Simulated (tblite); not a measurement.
All values are computed: GFN2-xTB (tblite) harmonic vibrations without scaling, gas phase. Errors from tens to a few hundred cm⁻¹ against measured bands are possible. Modes of hydrogen on boron and silicon can be 10 to 20 % off. One conformer each. Open shells enter through the occupations alone, without spin polarisation, and single modes of such species can be off by tens of per cent. Thermal functions are those of the rigid rotor and harmonic oscillator, without mixing of conformers.

Task: Order these by their zero-point energy, highest first (kJ/mol).
A. `O=CC(F)(C=O)C[SiH3]`
B. `C#C[C@@]1(Cl)C([SiH2]F)=C[C@@H]1C`
C. `Cc1cc(C)p(N)c1C`
D. `O=CC[C+](F)[CH]O[SiH3]` [radical]
E. `O=CC1COBOC1`

Result: C (451.0), B (318.7), E (295.6), A (256.0), D (251.5).

```csv
SMILES,atoms,mass (u),symmetry number,modes under 300 cm⁻¹,ZPE (kJ/mol),S translation (J/(mol K)),S rotation,S vibration,S spin,S,Cp
Cc1cc(C)p(N)c1C,21,141.07,1,10,451.0,162.3,118.2,101.3,0.0,381.8,139.4
C#C[C@@]1(Cl)C([SiH2]F)=C[C@@H]1C,18,174.01,1,9,318.7,164.9,123.7,109.2,0.0,397.8,144.0
O=CC1COBOC1,15,114.05,1,4,295.6,159.6,112.7,48.2,0.0,320.5,88.9
O=CC(F)(C=O)C[SiH3],15,134.02,1,7,256.0,161.6,115.4,69.5,0.0,346.6,117.2
O=CC[C+](F)[CH]O[SiH3],15,134.02,1,8,251.5,161.6,117.7,83.6,5.8,368.7,121.7
```

Entropies and Cp are for 200 K and 1 bar.
